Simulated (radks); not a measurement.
Values are calculated unless marked as measured or tabulated.
Problem. The mean radii <r> (bohr) of the occupied orbitals of an atom or ion are listed with their occupations. Code: a radial shooting solver on a logarithmic mesh with Libxc functionals. Model: Dirac Kohn-Sham, PBE, spin-unpolarised, spherical densities, finite nucleus; Fermi nuclear charge, rms radius of each element as measured or else 0.836 A^(1/3) + 0.57 fm.

| orbital | occ. | <r> |
|---|---|---|
| 1s1/2 | 2 | 0.01932 |
| 2s1/2 | 2 | 0.08124 |
| 2p1/2 | 2 | 0.06740 |
| 2p3/2 | 4 | 0.07501 |
| 3s1/2 | 2 | 0.2121 |
| 3p1/2 | 2 | 0.2020 |
| 3p3/2 | 4 | 0.2162 |
| 3d3/2 | 4 | 0.1898 |
| 3d5/2 | 6 | 0.1942 |
| 4s1/2 | 2 | 0.4766 |
| 4p1/2 | 2 | 0.4832 |
| 4p3/2 | 4 | 0.5150 |
| 4d3/2 | 4 | 0.5350 |
| 4d5/2 | 6 | 0.5457 |
| 5s1/2 | 2 | 1.059 |
| 5p1/2 | 1 | 1.127 |
| 4f5/2 | 6 | 0.6206 |
| 4f7/2 | 6 | 0.6274 |

Name the element and its charge. Open shells, if any, fill j = l - 1/2 first.

Solution. Z = 71, lutetium, charge +10: Lu10+ in [Kr] 4d10 4f12 5s2 5p1. The 1s radius gives Z: for a bare nucleus <r> = (2 gamma + 1)/(2Z) with gamma = sqrt(1 - (Z/c)^2), 0.01909 bohr for Z = 71, and screening makes it slightly larger (0.01932 here). The occupations add up to 61, and the charge is Z minus that.
